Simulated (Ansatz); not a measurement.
Born–Oppenheimer molecular dynamics of H3OSSn (6 atoms, charge -1, multiplicity 1). It goes on from the last frame of an earlier run, with new velocities.

The calculation used RKS PBE0-D4/def2-SVP in Ansatz 0.2.0.

```yaml
ensemble: NVT, Langevin thermostat
time_step: 1 fs
steps_asked: 150
set_temperature: 1000 K
friction: 0.01 /fs
masses: H 2.014 u
seed: 343453
```

First frame:

```xyz
6
Properties=species:S:1:pos:R:3
O 0.117 -2.357 1.513
S 1.006 -1.577 0.440
Sn -0.039 0.496 -0.279
H -1.346 0.413 -1.407
H 0.926 1.803 -1.041
H -0.922 1.244 1.108
```

(1) How far do the bonds stretch over the last three quarters of this one trajectory? (Pairs bonded in most of those frames.)

## Answers

(1) 
| bond | mean (Å) | spread (Å) | shortest | longest |
| --- | --- | --- | --- | --- |
| O1–S2 | 1.585 | 0.062 | 1.48 | 1.69 |
| S2–Sn3 | 2.466 | 0.043 | 2.40 | 2.54 |
| Sn3–H4 | 1.782 | 0.064 | 1.68 | 1.91 |
| Sn3–H5 | 1.781 | 0.045 | 1.69 | 1.86 |
| Sn3–H6 | 1.773 | 0.079 | 1.62 | 1.92 |

Mean temperature of the second half: 649 K. The mean temperature of the second half is 35 % below the set value. A run of 0.15 ps of so small a system gives no equilibrium averages. Limits of this set-up: an anion without diffuse functions, the dipole of an ion depends on the origin.

Time of the run: 4.4 min on 1 thread of Arm Neoverse V2, with other jobs on the host, peak memory 0.13 GiB.
